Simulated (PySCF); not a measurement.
**A ladder of levels**

System: perylene (C20H12), SMILES c1cc2cccc3c4cccc5cccc(c(c1)c23)c54.

All runs: gas phase, vertical, PySCF SCF with an in-house response code, density fitting, core orbitals frozen in the response. The brightest state is taken among those sought (5 to 8). Bases without diffuse functions give polarisabilities too low.

Without diffuse functions Rydberg states are missing, so unbound LUMOs, wide gaps and states within about 2 eV of the ionisation energy come out too high, and electron affinities are rough.

Cheaper levels gave:

```json
{"level": "CAM-B3LYP/6-31G*", "response": "TDDFT", "geometry": "GFN2-xTB", "HOMO / eV": "-6.05", "LUMO / eV": "-0.83", "S1 / eV": "3.21", "f(S1)": "0.449", "brightest / eV": "3.21", "polarisability / bohr³": "213", "ΔSCF IP / eV": "6.52", "rough CPU minutes (shared hosts, mixed chips)": "3"}
{"level": "CAM-B3LYP/6-31G*", "response": "TDA", "geometry": "GFN2-xTB", "HOMO / eV": "-6.05", "LUMO / eV": "-0.83", "S1 / eV": "3.45", "f(S1)": "0.666", "brightest / eV": "3.45", "polarisability / bohr³": "213", "ΔSCF IP / eV": "6.52", "rough CPU minutes (shared hosts, mixed chips)": "1"}
```

Problem. What do these better levels give?

| level | response | geometry |
| --- | --- | --- |
| CAM-B3LYP/def2-SVPD | TDDFT | PBE0-D3(BJ)/def2-SVP |
| PBE0/def2-TZVP | TDA | PBE0-D3(BJ)/def2-SVP |

Solution. 
```tsv
level	response	geometry	HOMO / eV	LUMO / eV	S1 / eV	f(S1)	brightest / eV	polarisability / bohr³	ΔSCF IP / eV	rough CPU minutes (shared hosts, mixed chips)
CAM-B3LYP/def2-SVPD	TDDFT	PBE0-D3(BJ)/def2-SVP	-6.41	-1.28	3.08	0.405	3.08	249	6.84	9
PBE0/def2-TZVP	TDA	PBE0-D3(BJ)/def2-SVP	-5.43	-2.16	3.07	0.536	3.07	251		3
```
